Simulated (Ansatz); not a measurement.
Ansatz results at the PBE0-D4/def2-TZVP geometry: LUMO energy (PBE/def2-TZVPP) 0.36 eV; HOMO energy (B3LYP/def2-TZVPP) -7.90 eV; HOMO–LUMO gap (B3LYP/def2-TZVPP) 8.81 eV.

Each molecule was computed in one conformer, which needn't be the lowest.

(1) Which molecule gave them?
A. `FCCOC(F)(F)F`
B. `COCC(F)(F)F`
C. `FC1=CC(F)(F)C(F)(F)C1(F)F`
D. `FC[C@@H](F)[C@H](F)CF`

Results:

(1) B. The others give `FC[C@@H](F)[C@H](F)CF`: -0.04, -9.26, 9.73; `FC1=CC(F)(F)C(F)(F)C1(F)F`: -2.47, -9.11, 7.34; `FCCOC(F)(F)F`: 0.14, -9.23, 10.13.

B3LYP here is the variant with VWN-RPA as its local correlation; programs differ in this.
